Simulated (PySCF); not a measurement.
# A ladder of Hamiltonians for Kr²⁴⁺ (krypton, charge +24)

Occupied: 1s1/2, 2s1/2, 2p1/2, 2p3/2, 3s1/2. Hartree-Fock calculated with PySCF 2.14 in an even-tempered Gaussian basis (21 s from 1.4 bohr⁻², ratio 2.3; 15 p from 1.7 bohr⁻², ratio 2.3), Gaussian nucleus throughout. NR is non-relativistic, sf-X2C the spin-free one-electron X2C Hamiltonian, X2C adds the bare one-electron spin-orbit term, X2C-SNSO screens it by Boettger's factors, DC is four-component Dirac-Coulomb, and the Gaunt and Breit terms are added at first order (total energies over the DC spinors, levels after relaxing the spinors in that mean field). QED terms are absent. Levels marked empty are virtual spinors of this ion; the basis has s and p functions only, so 3d, which can lie below the n = 4 levels, is absent.

| Hamiltonian | E (hartree) | E − E(DC) (hartree) | CPU seconds |
| --- | --- | --- | --- |
| NR | -2377.0851 | 35.9600 | 0.3 |
| sf-X2C | -2412.4145 | 0.6306 | 0.17 |
| X2C | -2412.5854 | 0.4597 | 0.22 |
| X2C-SNSO | -2412.5667 | 0.4785 | 0.23 |
| DC | -2413.0451 | 0.0000 | 11 |
| DC+Gaunt | -2411.6313 | 1.4139 | 20 |
| DC+Breit | -2411.7533 | 1.2918 | 62 |

| level (eV) | NR | sf-X2C | X2C | X2C-SNSO | DC | DC+Gaunt | DC+Breit |
| --- | --- | --- | --- | --- | --- | --- | --- |
| 1s1/2 | -15280.9 | -15536.9 | -15536.5 | -15536.6 | -15545.6 | -15522.6 | -15524.0 |
| 2s1/2 | -2970.2 | -3034.6 | -3034.5 | -3034.5 | -3035.5 | -3033.5 | -3033.6 |
| 2p1/2 | -2790.8 | -2808.8 | -2849.4 | -2847.1 | -2847.3 | -2843.7 | -2844.1 |
| 2p3/2 | -2790.8 | -2808.8 | -2789.6 | -2790.6 | -2791.3 | -2788.7 | -2789.1 |
| 3s1/2 | -1132.6 | -1150.5 | -1150.5 | -1150.5 | -1150.7 | -1150.2 | -1150.2 |
| 3p1/2 (empty) | -1034.9 | -1041.3 | -1050.3 | -1049.8 | -1049.8 | -1049.0 | -1049.1 |
| 3p3/2 (empty) | -1034.9 | -1041.3 | -1037.0 | -1037.2 | -1037.4 | -1036.8 | -1036.9 |
| 4s1/2 (empty) | -572.42 | -579.35 | -579.35 | -579.35 | -579.42 | -579.24 | -579.26 |

| interval (eV) | X2C | X2C-SNSO | DC | DC+Gaunt | DC+Breit |
| --- | --- | --- | --- | --- | --- |
| 2p3/2 − 2p1/2 | 59.85 | 56.45 | 56.05 | 55.03 | 55.03 |
| 3p3/2 − 3p1/2 | 13.29 | 12.54 | 12.47 | 12.22 | 12.22 |

Weight of the small component: 1s1/2 0.0171, 2s1/2 0.00354, 2p1/2 0.00348, 2p3/2 0.00340, 3s1/2 0.00122, 3p1/2 0.00117, 3p3/2 0.00115, 4s1/2 0.000589.

Koopmans' value for the highest occupied level at DC+Breit: 1150.2 eV, against an ionisation energy of 1155 ± 1.6 eV (semi-empirical (NIST evaluation); NIST Atomic Spectra Database, ionization energies); the former lacks relaxation, correlation, QED and recoil.

The whole ladder took 96 s of wall time on 1 thread of Intel(R) Xeon(R) 6975P-C (shared host), launched as `OMP_NUM_THREADS=1 python relrun2.py TASK.json OUT` (a driver that calls PySCF for each Hamiltonian).

Dirac-Coulomb iterations, started from the X2C spinors:

```
with_ssss True, with_gaunt False, with_breit False
light speed = 137.03599967994
init E= -2409.87752085606
cycle= 1 E= -2413.04504964361  delta_E= -3.17  |g|= 0.396  |ddm|= 0.0411
cycle= 2 E= -2413.04513067651  delta_E= -8.1e-05  |g|= 0.00673  |ddm|= 0.0048
cycle= 3 E= -2413.04513094484  delta_E= -2.68e-07  |g|= 0.000415  |ddm|= 0.000412
cycle= 4 E= -2413.04513094591  delta_E= -1.07e-09  |g|= 1.8e-06  |ddm|= 2.09e-05
```
